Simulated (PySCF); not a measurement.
Rows and methods have been separated. Pair them.

CH3F3OSi.
Numbering: `[OH:1][SiH2:2][C:3]([F:4])([F:5])[F:6]` (hydrogens: H7 on O1; H8, H9 on Si2)

The closed-shell ground state was solved 3 times with PySCF (density fitting, gas phase), always in the pcSseg-2 basis (265 functions), with these functionals: B3LYP, HF and OPBE. One conformer (not necessarily the lowest) at the PBE0-D3(BJ)/def2-SVP geometry, without solvent, vibrations or thermal averaging.

| row | total energy (Eh) | HOMO (eV) | LUMO (eV) | dipole (D) |
| --- | --- | --- | --- | --- |
| P | -704.4263 | -8.98 | -0.77 | 2.02 |
| Q | -704.1333 | -7.48 | -1.07 | 1.79 |
| R | -701.9606 | -13.16 | 2.27 | 2.27 |

Question: Which functional belongs to which row?

Answer: P = B3LYP, Q = OPBE, R = HF. By rising HOMO–LUMO gap: OPBE (GGA) 6.41 eV; B3LYP (global hybrid, 20 % exact exchange) 8.21 eV; HF (all exact exchange) 15.43 eV. Total energies of different functionals aren't bounds to one another; each is stationary for its own functional.

Conformer computed: `[OH:1][SiH2:2][C:3]([F:4])([F:5])[F:6]`: O1–Si2–C3–F4 -58°, H–O1–Si2–C3 66°.
